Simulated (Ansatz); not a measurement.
A search over several starts for the lowest SCF solution of the cluster Ba2Se3⁻ at the given spin, in a small basis.

```yaml
crystal:
  periodic: [false, false, false]
  atoms:
    - {symbol: Ba, position_ang: [0.345650, 0.973059, -0.388175]}
    - {symbol: Ba, position_ang: [-0.954926, -2.735199, 1.097601]}
    - {symbol: Se, position_ang: [1.278749, 3.763686, -1.519888]}
    - {symbol: Se, position_ang: [-0.058021, -1.882618, -1.548581]}
    - {symbol: Se, position_ang: [-0.611452, -0.118928, 2.359032]}
basis:
  gaussian: {orbitals: def2-SVP, initial_orbitals: start.molden}
total_charge: -1
magnetization: {spin_polarized: true, initial_magnetization: 1}
hamiltonian: {xc: pbe, dispersion: d4}
output: {orbitals: {seedname: orbitals}}
```

The file start.molden holds the orbitals of an earlier run on this structure, at another level or in another basis.

```sh
$ ansatz run in.yaml --threads 4 --pin off --events-out ev --progress --plain --max-ram 8704MiB
```

Output, abridged:

```
Functional definition: PBE
1564 factors; their error is unknown
mean field evaluation 1: about -197390.6675 eV, gradient 3.4e0 eV
mean field evaluation 2: about -197390.7330 eV, gradient 7.8e-2 eV
mean field evaluation 4: about -197390.4329 eV, gradient 7.4e-4 eV
mean field evaluation 8: about -197390.4329 eV, gradient 1.7e-5 eV
mean field evaluation 16: about -197389.6090 eV, gradient 1.2e1 eV
mean field evaluation 32: about -197390.4329 eV, gradient 5.1e-4 eV
mean field evaluation 64: about -197386.7875 eV, gradient 1.0e1 eV
mean field evaluation 96: about -197390.2721 eV, gradient 3.0e-1 eV
mean field evaluation 128: about -197390.3330 eV, gradient 8.9e-1 eV
mean field -197390.43286737 eV, -7253.9646118351 hartree, gradient 2.8e-6 eV, S^2 0.752182; 11 other end points of the search recorded, 0 dependent functions left out
reference -197390.43293440 eV, -7253.9646142984 hartree; 62, 61 occupied and 94, 95 virtual orbitals, 1564 factors
Total energy: -197390.63156298 eV, -7253.9719137640 hartree
```

Hardware: 4 threads of AMD EPYC on a shared host. Wall time 3 min, peak host memory 0.56 GiB.

In the def2 sets Ba takes a core potential; there is no spin–orbit coupling. The structure comes from a short search, and lower isomers may exist.
